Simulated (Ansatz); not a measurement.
Two members of one family (Series BCl2X), computed with Ansatz in the gas phase. The two geometries come from different levels. Binding counts from free atoms in the multiplicity of their measured ground term, without zero-point energy. A dash marks a value that wasn't run or was left out as unsound. The structures are stationary points that may keep the symmetry of their start.

First: BCl2F (singlet, charge 0, r2SCAN-D4/def2-TZVP geometry).

Cartesian coordinates in Å:
```
B -0.075 0.018 -0.057
Cl 1.438 -0.459 -0.779
Cl -0.260 0.170 1.670
F -1.103 0.271 -0.834
```

```json
{"level": "PBE-D4/def2-SVP", "HOMO (eV)": "-7.73", "LUMO (eV)": "-1.66", "gap (eV)": "6.07", "vertical IE (eV)": "–", "vertical triplet (eV)": "–", "binding per atom (eV)": "4.30"}
{"level": "PBE-D4/def2-TZVP", "HOMO (eV)": "-7.96", "LUMO (eV)": "-2.03", "gap (eV)": "5.93", "vertical IE (eV)": "11.43", "vertical triplet (eV)": "6.09", "binding per atom (eV)": "4.19"}
{"level": "r2SCAN-D4/def2-TZVP", "HOMO (eV)": "-8.34", "LUMO (eV)": "-1.69", "gap (eV)": "6.65", "vertical IE (eV)": "11.68", "vertical triplet (eV)": "6.29", "binding per atom (eV)": "4.11"}
{"level": "PBE0-D4/def2-TZVP", "HOMO (eV)": "-9.44", "LUMO (eV)": "-1.04", "gap (eV)": "8.40", "vertical IE (eV)": "11.88", "vertical triplet (eV)": "6.49", "binding per atom (eV)": "4.08"}
{"level": "HSE06-D4/def2-TZVP", "HOMO (eV)": "-9.04", "LUMO (eV)": "-1.43", "gap (eV)": "7.61", "vertical IE (eV)": "–", "vertical triplet (eV)": "–", "binding per atom (eV)": "4.09"}
```

Second: BCl2Br (singlet, charge 0, B3LYP-D4/def2-SVP geometry).

```xyz
4

B     0.026   -0.031   -0.008
Cl    1.607    0.315   -0.671
Cl   -0.459   -1.686    0.275
Br   -1.174    1.402    0.404
```

**Question.** Estimate how these quantities change from the first to the second (second minus first).

**Answer.** 
```csv
level,Δ HOMO (eV),Δ LUMO (eV),Δ gap (eV),Δ vertical IE (eV),Δ vertical triplet (eV),Δ binding per atom (eV)
PBE-D4/def2-SVP,0.60,-0.81,-1.40,–,–,-0.71
PBE-D4/def2-TZVP,0.63,-0.74,-1.37,-1.02,-1.42,-0.68
r2SCAN-D4/def2-TZVP,0.66,-0.84,-1.50,-1.00,-1.46,-0.67
PBE0-D4/def2-TZVP,0.76,-0.85,-1.61,-0.99,-1.44,-0.65
HSE06-D4/def2-TZVP,0.75,-0.85,-1.60,–,–,-0.65
```
